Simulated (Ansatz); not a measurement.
`C/C=C(\F)C(F)F` + NH₃ → `C/C=C(\N)F` + difluoromethane at 400 K and 1 bar (substitution at a C–C bond).

Computed with Ansatz on PBE0-D4/def2-TZVP structures; ΔE is electronic, products minus reactants. CCSD(T)/CBS is the MP2 limit (def2-TZVPP, def2-QZVPP) plus CCSD(T) − MP2 in def2-TZVPP, frozen cores. This one scheme is used for every species. Double bonds are as drawn, so ΔE can hold a change between cis and trans. One conformer a species, not always the lowest.

```csv
species,CCSD(T)/CBS energy (Eh),H − E (kJ/mol),S (J/(mol·K))
`C/C=C(\F)C(F)F`,-454.56471,260.7,392.0
NH₃,-56.50880,104.2,203.1
`C/C=C(\N)F`,-272.23961,264.3,347.7
`FCF`,-238.82660,101.8,260.0
```

H − E and S are ideal-gas, rigid-rotor, harmonic terms from PBE0-D4/def2-TZVP, for one conformer and one mirror image of each species. 1 Eh = 2625.50 kJ/mol, R = 8.31446 J/(mol·K).

Q: By hand: ΔE, ΔH, ΔS and ΔG.

A: ΔE = (-272.23961) + (-238.82660) − (-454.56471) − (-56.50880) = 0.00730 Eh = 19.2 kJ/mol. Δ(H − E) = 264.3 + 101.8 − 260.7 − 104.2 = 1.2, so ΔH = 20.4 kJ/mol. ΔS = 347.7 + 260.0 − 392.0 − 203.1 = 12.6 J/(mol·K). ΔG = 20.4 − 400 × (12.6)/1000 = 15.4 kJ/mol.

Q: By hand: the equilibrium constant, and the temperature at which ΔG would vanish if ΔH and ΔS stayed fixed.

A: log₁₀ K = −ΔG/(RT ln 10) = -2.0. ΔG = 0 at ΔH/ΔS = 1619 K, though so small a ΔS makes that figure unsure.

The number of gas molecules stays the same, so ΔS is small and ΔH decides. A doubt of 5 kJ/mol in ΔE shifts log₁₀ K by 0.7 here. Other conformers and mirror images would add mixing entropy, several J/(mol·K) or more a flexible species. These are equilibria of isolated gas molecules and say nothing of rates. Largest T1 diagnostic: 0.012 (customary marks: 0.02 for closed shells, 0.045 for open ones).
